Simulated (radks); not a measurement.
All-electron atom: Pd5+ in [Kr] 4d(3/2: 4, 5/2: 1). All-electron calculation, Dirac Kohn-Sham, PBE, spin-unpolarised, spherical densities, finite nucleus; Fermi nuclear charge, rms radius 4.5318 fm. Program: a radial shooting solver on a logarithmic mesh with Libxc functionals. Some entries of the table are withheld. Estimate them.

orbital,occ.,eigenvalue (Ry),<r> (bohr),<1/r> (bohr^-1)
1s1/2,2,-1780.934,0.03185,48.24
2s1/2,2,-264.9867,0.1380,11.09
2p1/2,2,-246.2149,0.1171,11.07
2p3/2,4,-234.5003,0.1221,10.43
3s1/2,2,-52.53227,0.3789,3.865
3p1/2,2,-45.12605,0.3710,3.769
3p3/2,4,-43.08137,0.3818,3.614
3d3/2,4,(1),0.3552,3.447
3d5/2,6,(2),0.3587,3.407
4s1/2,2,-11.84243,0.9258,1.494
4p1/2,2,-9.49271,0.9833,(3)
4p3/2,4,-9.13909,1.009,(4)
4d3/2,4,-5.46129,1.199,(5)
4d5/2,1,-5.41156,1.209,(6)

Answer. 
(1) 3d3/2 eigenvalue (Ry): -29.97752
(2) 3d5/2 eigenvalue (Ry): -29.56942
(3) 4p1/2 <1/r> (bohr^-1): 1.386
(4) 4p3/2 <1/r> (bohr^-1): 1.341
(5) 4d3/2 <1/r> (bohr^-1): 1.098
(6) 4d5/2 <1/r> (bohr^-1): 1.088
